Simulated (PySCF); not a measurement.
## How methods differ on the ionisation energy of Rb

Rb [Kr] 5s1 (2S) → Rb⁺ [Kr] (1S), as a difference of total energies. Computed with PySCF 2.14 in aug-cc-pVDZ-X2C (7s6p4d, 45 functions), with scalar relativity by spin-free X2C-1e. The calculations carry no spin-orbit coupling.

```
method  ionisation energy (eV)
   UHF                   3.803
  PBE0                   4.193
 B3LYP                   4.311
```

For comparison: 4.177 eV (measured; NIST Atomic Spectra Database, ionization energies).
